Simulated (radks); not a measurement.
The numbers below are computed, except where a source is named.
Question: Neutral krypton, [Kr]. Level of theory: non-relativistic Kohn-Sham, PBE, spin-polarised, spherical densities, point nucleus (a radial shooting solver on a logarithmic mesh with Libxc functionals). Every spin shell is full or empty, so the densities are truly spherical. Functionals are evaluated on that one density, not self-consistently. Rank these exchange functionals by their error against the exact value of the orbitals, and give that value: LDA, B88, revPBE, RPBE, PW91, PW86, SOGGA, B86b, APBE, TPSS, SCAN, MS2, Tao-Mo, MVS.

Answer: Exact: -93.7540 hartree. From best to worst, with 100 (|E| - |E exact|)/|E exact| (equal figures are ties): PW91 +0.03, PW86 +0.05, MVS +0.06, B86b +0.07, B88 +0.07, TPSS -0.09, RPBE -0.15, revPBE -0.22, SCAN +0.27, MS2 -0.42, APBE +0.44, Tao-Mo -0.65, SOGGA -2.53, LDA -5.51.
